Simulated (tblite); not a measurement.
C4H11ClSi3.
Numbering: `[Cl:1][CH2:2][SiH2:3][C@@H:4]1[CH:5]=[CH:6][SiH2:7][SiH2:8]1` (hydrogens: H9, H10 on C2; H11, H12 on Si3; H13 on C4; H14 on C5; H15 on C6; H16, H17 on Si7; H18, H19 on Si8)

Computed geometry: GFN2-xTB, gas phase.

Question: What internal coordinates does the optimisation give?

Answer: 
```
   bond  length (Å)
 Cl1–C2       1.782
 C2–Si3       1.911
 Si3–C4       1.904
  C4–C5       1.494
  C5=C6       1.331
 C6–Si7       1.881
Si7–Si8       2.303
 C4–Si8       1.931
  C2–H9       1.086
 C2–H10       1.086
Si3–H11       1.468
Si3–H12       1.467
 C4–H13       1.096
 C5–H14       1.086
 C6–H15       1.081
Si7–H16       1.470
Si7–H17       1.470
Si8–H18       1.468
Si8–H19       1.471
```

A selection of angles:
```
      angle  degrees
 Cl1–C2–Si3    108.9
  Cl1–C2–H9    106.6
 Cl1–C2–H10    106.6
  Si3–C2–H9    112.5
 Si3–C2–H10    113.2
  H9–C2–H10    108.6
  C2–Si3–C4    108.4
 C2–Si3–H11    107.6
 C2–Si3–H12    106.9
 C4–Si3–H11    111.5
 C4–Si3–H12    112.0
H11–Si3–H12    110.1
  Si3–C4–C5    109.0
 Si3–C4–Si8    114.8
 Si3–C4–H13    105.5
  C5–C4–Si8    110.4
  C5–C4–H13    107.4
 Si8–C4–H13    109.3
   C4–C5–C6    124.7
  C4–C5–H14    114.9
  C6–C5–H14    120.4
  C5–C6–Si7    118.6
  C5–C6–H15    119.1
 Si7–C6–H15    122.2
 C6–Si7–Si8     91.6
 C6–Si7–H16    111.1
 C6–Si7–H17    110.6
Si8–Si7–H16    117.7
Si8–Si7–H17    118.5
H16–Si7–H17    106.5
Si7–Si8–H18    119.3
Si7–Si8–H19    117.7
 C4–Si8–Si7     94.2
 C4–Si8–H18    108.5
 C4–Si8–H19    110.2
H18–Si8–H19    105.9
```

Torsions: Cl1–C2–Si3–C4 60° (synclinal); C2–Si3–C4–C5 -173° (antiperiplanar); Si3–C4–C5–C6 -120° (anticlinal); C4–C5–C6–Si7 -3° (synperiplanar); C5–C6–Si7–Si8 -2° (synperiplanar); C6–Si7–Si8–C4 4° (synperiplanar); Si3–C4–Si8–Si7 117° (anticlinal).

The C–Si distances run from 1.881 Å (C6–Si7, drawn single) to 1.931 Å (C4–Si8, drawn single), a spread of 0.050 Å. Si3 (SiH2 silicon) is tetrahedral (angles from 106.9° to 112.0°). The C–C distances run from 1.331 Å (C5=C6, drawn double) to 1.494 Å (C4–C5, drawn single), a spread of 0.163 Å. Of the pairs four or more bonds apart, Cl1···H13 is among the closest relative to their van der Waals radii: 3.06 Å, 104 % of the sum of Bondi's values. Si7 (SiH2 silicon) has angles from 91.6° to 118.5°. The 5-membered ring C4–C5–C6–Si7–Si8 has internal angles of 91.6° to 124.7°; it is slightly puckered (a soft mode that the optimisation may not have finished), 0.04 Å rms from its mean plane, widest ring torsion 7°. Si8 (SiH2 silicon) has angles from 94.2° to 119.3°.

Point group: C1 (no symmetry element, even within 0.4 Å). Its GFN2-xTB frequencies are all real (lowest 22 cm⁻¹). The numbers are those of one conformer. 3 starts were optimised and ended at 0.00, 0.01 and 0.83 kcal/mol (GFN2-xTB); the lowest of these is shown.
